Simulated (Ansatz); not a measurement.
Correlation energies of C$_{2}$H$_{6}$F$_{2}$Ti (`[CH3][Ti]([CH3])([F])[F]`) by basis set

Cartesian coordinates in Å:
```
C -0.291 -1.076 1.247
Ti 0.220 0.721 0.408
C 0.093 0.427 -1.614
F -0.976 1.919 0.877
F 1.890 1.078 0.820
H -1.305 -1.350 0.939
H 0.412 -1.848 0.920
H -0.257 -0.998 2.339
H 0.342 1.355 -2.140
H -0.926 0.128 -1.879
H 0.795 -0.356 -1.917
```

Charge 0, multiplicity 1. Correlated methods include outer-core shells of Ti, which these sets cover unevenly. Scalar relativity is left out up to krypton. The geometry is a stationary point of PBE0-D4/def2-TZVP. Frozen core, restricted reference, Ansatz.

```csv
basis,HF (Eh),MP2 corr.,CCSD corr.,(T),CCSD(T) total
def2-SVP,-1126.29122,-0.97536,-1.01025,-0.03541,-1127.33688
def2-TZVPP,-1126.76193,-1.29426,-1.31996,-0.05779,-1128.13968
def2-QZVPP,-1126.79019,-1.40065,–,–,–
```
